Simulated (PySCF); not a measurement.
Species: C8H10O2.
Bonds: C1–O2, O2–C3, C3–C4, C4–C5 (aromatic), C5–C6 (aromatic), C6–C7 (aromatic), C7–O8, C7–C9 (aromatic), C9–C10 (aromatic), C4–C10 (aromatic). Hydrogens: H11, H12, H13 on C1; H14, H15 on C3; H16 on C5; H17 on C6; H18 on O8; H19 on C9; H20 on C10.

A GFN2-xTB structure was refined with PBE0-D3(BJ)/def2-SVP geometry optimisation, gas phase in PySCF 2.14.0. Its GFN2-xTB values:

| coordinate | GFN2-xTB |
| --- | --- |
| C1–O2 | 1.405 Å |
| C1–H11 | 1.096 Å |
| C1–H12 | 1.098 Å |
| O2–C3 | 1.412 Å |
| C3–C4 | 1.510 Å |
| C3–H14 | 1.095 Å |
| C4–C5 | 1.389 Å |
| C5–C6 | 1.382 Å |
| C5–H16 | 1.080 Å |
| C6–C7 | 1.390 Å |
| C6–H17 | 1.082 Å |
| C7–O8 | 1.361 Å |
| O8–H18 | 0.965 Å |
| C10–H20 | 1.081 Å |
| C1–O2–C3 | 113.3° |
| O2–C3–C4 | 113.4° |
| C3–C4–C5 | 119.6° |
| C3–C4–C10 | 121.5° |
| C4–C5–C6 | 120.8° |
| C5–C4–C10 | 118.8° |
| C6–C7–O8 | 122.2° |
| O8–C7–C9 | 118.3° |
| C1–O2–C3–C4 | 67° |
| O2–C3–C4–C5 | 48° |

How do these coordinates change at the PBE0-D3(BJ)/def2-SVP level?

| coordinate | PBE0-D3(BJ)/def2-SVP (Å or °) | change |
| --- | --- | --- |
| C10–H20 | 1.094 | +0.013 |
| C5–H16 | 1.093 | +0.013 |
| O2–C3 | 1.399 | -0.013 |
| C6–H17 | 1.095 | +0.013 |
| C7–O8 | 1.350 | -0.011 |
| C1–H12 | 1.108 | +0.010 |
| C1–H11 | 1.106 | +0.010 |
| C6–C7 | 1.399 | +0.009 |
| C5–C6 | 1.391 | +0.009 |
| C4–C5 | 1.398 | +0.009 |
| C1–O2 | 1.397 | -0.008 |
| C3–H14 | 1.103 | +0.008 |
| O8–H18 | 0.963 | -0.002 |
| C3–C4 | 1.510 | 0.000 |
| C5–C4–C10 | 118.1 | -0.7 |
| C3–C4–C5 | 120.2 | +0.6 |
| O2–C3–C4 | 113.9 | +0.5 |
| C1–O2–C3 | 113.8 | +0.5 |
| C6–C7–O8 | 122.6 | +0.4 |
| C4–C5–C6 | 121.0 | +0.2 |
| O8–C7–C9 | 118.1 | -0.2 |
| C3–C4–C10 | 121.7 | +0.2 |
| O2–C3–C4–C5 | 42 | -6 |
| C1–O2–C3–C4 | 69 | +2 |

The energy falls by 1.1 kcal/mol over 7 energy and gradient evaluations, the largest force component goes from 0.0149 to 1.5e-04 Eh/bohr, and the atoms move by 0.087 Å rms after alignment. Among the bonds, O2–C3, C5–H16, C6–H17, C9–H19 and C10–H20 change most and about equally (-0.013 to +0.014 Å). Bonds longer at the end by more than 0.005 Å: 15 of 20; shorter: 3. Rotational constants go from 3390, 729.2, 680.9 to 3439, 720.1, 665.3 MHz.

The run used 190 basis functions and 47 SCF cycles in all. The run took about 4 min of CPU time (one thread, shared machine).

No frequency check. One conformer, not necessarily the lowest.

Conformer computed: `[CH3:1][O:2][CH2:3][c:4]1[cH:5][cH:6][c:7]([OH:8])[cH:9][cH:10]1`: C1–O2–C3–C4 69°, O2–C3–C4–C5 42°, H–O8–C7–C6 0°.
